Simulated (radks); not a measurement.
Species: the cadmium ion Cd2+. Configuration: [Kr] 4d10.

Calculated with a radial shooting solver on a logarithmic mesh with Libxc functionals: Dirac Kohn-Sham, AM05, spin-unpolarised, spherical densities, finite nucleus; Fermi nuclear charge, rms radius 4.6087 fm.

Energy parts (eV):
| part | energy |
|---|---|
| total | -152114.940 |
| kinetic | 159467.284 |
| electron-nucleus | -368333.829 |
| Hartree | 60816.195 |
| exchange-correlation | -4064.589 |

Orbitals (lengths in bohr, moments of r in powers of bohr; <r^-3> diverges for s and p1/2):
orbital  occ.  eigenvalue (eV)  <r^-3>
1s1/2       2        -26496.88       -
2s1/2       2        -3949.480       -
2p1/2       2        -3679.420       -
2p3/2       4        -3487.297    3746
3s1/2       2        -750.9293       -
3p1/2       2        -642.6439       -
3p3/2       4        -608.3237   680.8
3d3/2       4        -416.2632   105.5
3d5/2       6        -409.2817   99.05
4s1/2       2        -124.5218       -
4p1/2       2         -89.7682       -
4p3/2       4         -83.9123   116.0
4d3/2       4         -30.8587   11.23
4d5/2       6         -30.1371   10.40
5s1/2       0         -21.1623       -
5p1/2       0         -14.6971       -
5p3/2       0         -14.1989   9.930

The highest occupied level is 4d5/2 at -30.137 eV. The electron density at the nucleus is 1.59e+05 e/bohr^3. Summed over all electrons, <r^2> = 29.52 bohr^2, which gives a Langevin (diamagnetic) susceptibility term of -23.4 x 10^-6 cm^3/mol. The density falls to 0.001 e/bohr^3 at r = 3.23 bohr. For comparison, the ionisation energy in NIST's Atomic Spectra Database is 37.47 eV (measured). In exact Kohn-Sham theory the highest level is minus the ionisation energy, but local and semilocal functionals leave it too shallow, through self-interaction and a potential that decays too fast; potentials with the right tail come closer.
